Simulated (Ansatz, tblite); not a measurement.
Removing and adding an electron: the cluster Zn₃SeF₄ (the lowest singlet isomer of a short search). The state is a singlet with charge 0. Geometry: r2SCAN-D4/def2-SVP. Ansatz, gas phase; energy differences of separate SCF runs; the oxidised species was run as a doublet alone; the reduced species was run as a doublet alone.

```xyz
8

Zn    0.502   -1.799    0.568
Zn    0.274    1.931    0.093
Zn   -1.471   -0.152   -0.487
Se   -0.382    0.183    1.619
F    -1.068    1.464   -1.338
F     1.701   -3.074    0.636
F     1.309    3.317   -0.177
F    -0.864   -1.869   -0.914
```

The xTB rows come from tblite. HOMO above LUMO, or a gap near zero within one spin, warns that the state may not be the lowest or that an electron is smeared out. The structure comes from a short search, and lower isomers may exist.

Question: Estimate orbital energies and vertical ionisation energies and electron affinities at: GFN1-xTB; GFN2-xTB; PBE-D4/def2-TZVP; PBE-D4/def2-TZVPD; revPBE-D4/def2-TZVP; revPBE-D4/def2-TZVPD; PBE0-D4/def2-TZVP; PBE0-D4/def2-TZVPD.

Answer: 
```csv
level,−HOMO (eV),vertical IE (eV),−LUMO (eV),vertical EA (eV),HOMO–LUMO gap (eV),IE − EA (eV),remarks
GFN1-xTB,12.02,14.77,8.65,5.82,3.37,8.95,–
GFN2-xTB,13.23,15.93,10.00,7.05,3.23,8.88,–
PBE-D4/def2-TZVP,7.66,10.26,4.02,–,3.64,–,gap within one spin near zero (+1 doublet)
PBE-D4/def2-TZVPD,7.68,–,4.02,1.78,3.65,–,HOMO above zero (-1 doublet)
revPBE-D4/def2-TZVP,7.56,10.17,3.88,–,3.68,–,gap within one spin near zero (+1 doublet)
revPBE-D4/def2-TZVPD,7.58,–,3.89,1.69,3.69,–,HOMO above zero (-1 doublet)
PBE0-D4/def2-TZVP,8.93,10.83,3.20,–,5.74,–,–
PBE0-D4/def2-TZVPD,8.92,–,3.19,1.67,5.73,–,–
```

   A HOMO above zero means that the electron is unbound at that level or that self-interaction error raises the level; the energy of removing that electron tells which. Raw xTB energy differences between charge states are shifted by several eV; the methods need an empirical correction for them.
